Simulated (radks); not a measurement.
The bromine ion Br10+, 25 electrons, occupied as [Ar] 3d7.

All-electron calculation, non-relativistic Kohn-Sham, PBE, spin-polarised, spherical densities, point nucleus; open shells are filled with parallel spins first. Program: a radial shooting solver on a logarithmic mesh with Libxc functionals.

Energy parts (hartree):
| part | energy |
|---|---|
| total | -2535.20038 |
| kinetic | 2534.04219 |
| electron-nucleus | -5845.24326 |
| Hartree | 859.55269 |
| exchange-correlation | -83.55199 |

Orbitals (lengths in bohr, moments of r in powers of bohr; r(max) is where P^2 peaks):
| orbital | occ. | eigenvalue (hartree) | r(max) | <1/r> |
|---|---|---|---|---|
| 1s up | 1 | -489.7971 | 0.02885 | 34.50 |
| 1s down | 1 | -489.7967 | 0.02885 | 34.50 |
| 2s up | 1 | -70.68562 | 0.1630 | 7.650 |
| 2s down | 1 | -70.54172 | 0.1629 | 7.660 |
| 2p up | 3 | -64.58913 | 0.1291 | 7.627 |
| 2p down | 3 | -64.48426 | 0.1290 | 7.636 |
| 3s up | 1 | -16.55072 | 0.4849 | 2.632 |
| 3s down | 1 | -16.35124 | 0.4857 | 2.619 |
| 3p up | 3 | -14.40916 | 0.4737 | 2.540 |
| 3p down | 3 | -14.20688 | 0.4748 | 2.526 |
| 3d up | 5 | -10.63429 | 0.4085 | 2.356 |
| 3d down | 2 | -10.41266 | 0.4108 | 2.341 |

The highest occupied level is 3d down at -283.34 eV. For comparison, the ionisation energy in NIST's Atomic Spectra Database is 301 eV (theoretical). In exact Kohn-Sham theory the highest level is minus the ionisation energy, but local and semilocal functionals leave it too shallow, through self-interaction and a potential that decays too fast; potentials with the right tail come closer. Summed over all electrons, <r^2> = 5.294 bohr^2, which gives a Langevin (diamagnetic) susceptibility term of -4.19 x 10^-6 cm^3/mol. Spin moment in Bohr magnetons: 3. The density falls to 0.001 e/bohr^3 at r = 1.66 bohr.
